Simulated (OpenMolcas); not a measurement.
**Rh2+: input and output**

Input:

```
&GATEWAY
Coord
1

Rh 0.0 0.0 0.0
Basis=ANO-RCC-VQZP
Group=XYZ
NoMove
AngMom=0.0 0.0 0.0
AMFI
&SEWARD
&RASSCF
FileOrb=start.orb
Symmetry=1
Spin=4
nActEl=7 0 0
Inactive=9 9
Ras2=5 0
CIRoot=10 10 1
SDav=10
CIMx=300
Iter=120 100
PrWF=0.3
OrbListing=Nothing
MaxOrb=0
Atom
>>> COPY $Project.JobIph JOBPRE
&RASSCF
FileOrb=start.orb
Symmetry=1
Spin=4
nActEl=13 2 0
Inactive=9 6
Ras1=0 3
Ras2=5 0
CIRoot=10 10 1
SDav=25
CIMx=300
Iter=120 100
PrWF=0.3
OrbListing=Nothing
MaxOrb=0
Thrs=2.0e-7 1.0e-1 5.0e-4
Atom
>>> COPY $Project.JobIph JOB001
&RASSCF
FileOrb=start.orb
Symmetry=1
Spin=2
nActEl=13 2 0
Inactive=9 6
Ras1=0 3
Ras2=5 0
CIRoot=40 40 1
SDav=85
CIMx=300
Iter=120 100
PrWF=0.3
OrbListing=Nothing
MaxOrb=0
Thrs=2.0e-7 1.0e-1 5.0e-4
Atom
>>> COPY $Project.JobIph JOB002
&RASSI
NrOfJobIphs=2 10 40
1 2 3 4 5 6 7 8 9 10
1 2 3 4 5 6 7 8 9 10 11 12 13 14 15 16 17 18 19 20 21 22 23 24 25 26 27
28 29 30 31 32 33 34 35 36 37 38 39 40
IphNames
JOB001
JOB002
EJob
SpinOrbit
DIPRint=1.0
SOCoupling=1000.0
Subsets=2
MEES
Property=10
'ANGMOM' 1 'ANGMOM' 2 'ANGMOM' 3 'MLTPL  1' 1 'MLTPL  1' 2 'MLTPL  1' 3
'AMFI' 1 'AMFI' 2 'AMFI' 3 'MLTPL  2' 6
SOProperty=3
'ANGMOM' 1 'ANGMOM' 2 'ANGMOM' 3
```

Launched by
```bash
OMP_NUM_THREADS=1 MOLCAS_MEM=1689 MOLCAS_PROJECT=a pymolcas a.inp > a.log  # once for each step of the input, in one work folder
```

A driver script runs the steps one by one and writes start.orb anew before each from the orbitals found so far.

Output, cut to the results:

```
--- SEWARD ---
Basis set label: RH.ANO-RCC...8S7P5D3F2G1H.

      Electronic valence basis set:
      ------------------
      Associated Effective Charge  45.000000 au
      Associated Actual Charge     45.000000 au
      Nuclear Model: Point charge

      Shell  nPrim  nBasis  Cartesian Spherical Contaminant
         s      21       8        X
         p      18       7        X
         d      13       5                 X
         f       6       3                 X
         g       4       2                 X
         h       2       1                 X
                  Relativistic Douglas-Kroll-Hess integrals:
                    - DKH order of Hamiltonian: 2
                    - DKH order of Properties : 0
                  Atomic mean-field integrals
--- RASSCF ---
Wave function specifications:
      -----------------------------

      Number of closed shell electrons          30
      Number of electrons in active shells      13
      Max number of holes in RAS1 space          2
      Max nr of electrons in RAS3 space          0
      Number of inactive orbitals               15
      Number of active orbitals                  8
      Number of secondary orbitals              81
      Spin quantum number                      1.5
      State symmetry                             1
Orbital specifications:
      -----------------------

      Symmetry species                           1   2
                                                ag  au
      Frozen orbitals                            0   0
      Inactive orbitals                          9   6
      Active orbitals                            5   3
      RAS1 orbitals                              0   3
      RAS2 orbitals                              5   0
      RAS3 orbitals                              0   0
      Secondary orbitals                        37  44
      Deleted orbitals                           0   0
      Number of basis functions                 51  53
      Number of CSFs                            25
      Number of root(s) required                10
      Iter CI   SX   CI       RASSCF       Energy    max ROT     max BLB   max BLB  Level Ln srch  Step   QN
          iter iter root      energy       change     param      element    value   shift minimum  type update
 Nr of preliminary CI iterations:   1
      Total energies have been shifted. Add                -4000.00 au
        1   1    8    0  -779.61540912    0.00E+00  -1.34E-02   13  22 1  1.01E-03*  0.00   0.00    SX    NO
        2   1    9    0  -779.61542407   -1.49E-05*  5.03E-04    7  13 2  7.12E-04*  0.00   0.00    SX    NO
        3   1    8    0  -779.61542438   -3.13E-07*  1.22E-04    7  13 2 -3.08E-04   0.00   0.00    SX    NO
        4   1    8    0  -779.61542448   -9.94E-08   7.18E-05    7  13 2  2.12E-04   0.00   0.00    SX    NO
      Convergence after  4 iterations
        5   1    8    0  -779.61542452   -3.78E-08   7.18E-05    7  13 2 -1.28E-04   0.00   0.00    SX    NO
      Natural orbitals and occupation numbers for root  1
      sym 1:   1.000835   1.212856   1.787708   1.787869   1.212587
      sym 2:   1.999133   1.999546   1.999467
      Natural orbitals and occupation numbers for root  2
      sym 1:   1.232395   1.767892   1.000709   1.768134   1.232723
      sym 2:   1.999142   1.999591   1.999413
      Natural orbitals and occupation numbers for root  3
      sym 1:   1.803978   1.196755   1.196754   1.803993   1.000374
      sym 2:   1.999627   1.999252   1.999267
::    RASSCF root number  1 Total energy:  -4779.63242945
::    RASSCF root number  2 Total energy:  -4779.63242945
::    RASSCF root number  3 Total energy:  -4779.63242945
::    RASSCF root number  4 Total energy:  -4779.63242945
::    RASSCF root number  5 Total energy:  -4779.63242945
::    RASSCF root number  6 Total energy:  -4779.63242945
::    RASSCF root number  7 Total energy:  -4779.63242945
::    RASSCF root number  8 Total energy:  -4779.57574634
::    RASSCF root number  9 Total energy:  -4779.57574634
::    RASSCF root number 10 Total energy:  -4779.57574634
--- RASSCF ---
Wave function specifications:
      -----------------------------

      Number of closed shell electrons          30
      Number of electrons in active shells      13
      Max number of holes in RAS1 space          2
      Max nr of electrons in RAS3 space          0
      Number of inactive orbitals               15
      Number of active orbitals                  8
...
--- RASSI ---
SPIN-FREE ENERGIES:
  (Shifted by EMIN (a.u.) =      -4779.6324294518)

 SF State       Relative EMIN(au)   Rel lowest level(eV)    D:o, cm**(-1)      L_eff

     1             0.0000000000        0.0000000000              0.0000         3.0
     2             0.0000000000        0.0000000000              0.0000         3.0
     3             0.0000000000        0.0000000000              0.0000         3.0
     4             0.0000000000        0.0000000000              0.0000         3.0
     5             0.0000000000        0.0000000000              0.0000         3.0
     6             0.0000000000        0.0000000000              0.0000         3.0
     7             0.0000000000        0.0000000000              0.0000         3.0
     8             0.0566831133        1.5424260884          12440.5054         1.0
     9             0.0566831133        1.5424260884          12440.5054         1.0
    10             0.0566831133        1.5424260884          12440.5054         1.0
    11             0.0653126402        1.7772474781          14334.4676         4.0
    12             0.0653126402        1.7772474781          14334.4676         4.0
    13             0.0653126402        1.7772474781          14334.4676         4.0
    14             0.0653126402        1.7772474781          14334.4676         4.0
    15             0.0653126402        1.7772474781          14334.4676         4.0
    16             0.0653126402        1.7772474781          14334.4676         4.0
    17             0.0653126402        1.7772474781          14334.4676         4.0
    18             0.0653126402        1.7772474781          14334.4676         4.0
    19             0.0653126402        1.7772474781          14334.4676         4.0
    20             0.0780387413        2.1235423326          17127.5240         1.0
    21             0.0780387413        2.1235423326          17127.5240         1.0
...
```

Levels above the lowest, from the spin-orbit matrix, grouped by J:

| Configuration | Term | J | E (cm⁻¹) | Measured (cm⁻¹) | g | Term weight % | Second |
| --- | --- | --- | --- | --- | --- | --- | --- |
| 4d⁷ | ⁴F | 9/2 | 0.0 | 0.0 | 1.330 | 98 |  |
| 4d⁷ | ⁴F | 7/2 | 2112 | 2148 | 1.237 | 100 |  |
| 4d⁷ | ⁴F | 5/2 | 3472 | 3486 | 1.031 | 99 |  |
| 4d⁷ | ⁴F | 3/2 | 4339 | 4322 | 0.409 | 98 | 2 ²D(1) |
| 4d⁷ | ⁴P | 3/2 | 13680 | 10997 | 1.631 | 76 | 23 ²P |
| 4d⁷ | ⁴P | 5/2 | 13754 | 11062 | 1.590 | 97 | 2 ²D(1) |
| 4d⁷ | ⁴P | 1/2 | 15170 |  | 2.484 | 91 | 9 ²P |
| 4d⁷ | ²G | 9/2 | 15438 |  | 1.100 | 91 | 7 ²H |
| 4d⁷ | ²G | 7/2 | 17456 |  | 0.892 | 99 |  |
| 4d⁷ | ²P | 3/2 | 18562 |  | 1.262 | 50 | 28 ²D(1) |
| 4d⁷ | ²D(1) | 5/2 | 20302 |  | 1.208 | 96 | 3 ⁴P |
| 4d⁷ | ²P | 1/2 | 20709 |  | 0.853 | 91 | 9 ⁴P |
| 4d⁷ | ²H | 11/2 | 21328 |  | 1.091 | 100 |  |
| 4d⁷ | ²H | 9/2 | 23325 |  | 0.924 | 93 | 7 ²G |
| 4d⁷ | ²D(1) | 3/2 | 24072 |  | 0.966 | 69 | 26 ²P |
| 4d⁷ | ²F | 5/2 | 33030 |  | 0.862 | 99 |  |
| 4d⁷ | ²F | 7/2 | 34062 |  | 1.142 | 99 |  |
| 4d⁷ | ²D(2) | 3/2 | 49188 |  | 0.800 | 100 |  |
| 4d⁷ | ²D(2) | 5/2 | 50463 |  | 1.197 | 98 |  |

Against the 5 measured excited levels shown (the list in Shadmi, J. Res. Natl. Bur. Stand. 70A, 435 (1966)) the mean absolute deviation is 1100 cm-1; the largest miss in energy is 4d⁷ ⁴P_5/2: computed 13754, measured 11062 cm⁻¹ (+24.3 %).

Without dynamic correlation excited terms often stand tens of per cent too high (terms of higher spin than the ground term too low), and those without a measured partner can miss by more than the paired ones. Active for correlation alone: 4p; no level in the range computed is led by a configuration that opens it, so any true level of that kind is missing. Computed and measured levels are paired by configuration, term and J; levels that our copy of the source lacks, or whose pairing is in doubt (as where it misses far off the trend of its configuration), stay unpaired and out of the deviations. Levels of configurations outside the active space are missing. The first state left out of the spin-orbit step lies near 810000 cm-1 above the lowest spin-free state of the reference (among the parities and spins computed), and the list stops at four fifths of that energy or lower.

The term weight is that of the spin-free term in the level, not the purity of its configuration. A number in round brackets counts repeated terms of one configuration in the order of the reference energies.
